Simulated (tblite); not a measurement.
Cl₃Er (SMILES [Cl][Er]([Cl])[Cl]), quartet, geometry from GFN2-xTB (such geometries of metal compounds can be far from the true shape) (GFN-xTB holds the 4f electrons in the core, so unpaired electrons go into valence orbitals and the state isn't the physical one); GFN1-xTB (tblite 0.6.0).

Here is a job for tblite.
```
$ tblite run mol.xyz --method gfn1 --charge 0 --spin 3 --spin-polarized --json tblite.json --no-restart

# file mol.xyz
4

Er     0.12289701     0.36847966     0.24914132
Cl     1.86868660    -0.78311988    -0.87755418
Cl    -0.95592314    -1.39457592     1.42011854
Cl    -1.40435151     0.70377715    -1.53912964
```

The log (banner, timings and long lists left out):

```
ERROR STOP

Error termination. Backtrace:
-> Total number of electrons (24) and number unpaired electrons (3) is not compatible
xTB calculator
 | screened Coulomb repulsion
 | Coulomb electrostatics
 |  * isotropic Klopman-Ohno-Mataga-Nishimoto electrostatics
 |  * onsite third-order electrostatics
 | DFT-D3(BJ) dispersion correction
 | Interactions (1)
 | [1] spin polarization

[Fatal] Singlepoint calculation failed
```

The input was rejected before any calculation.
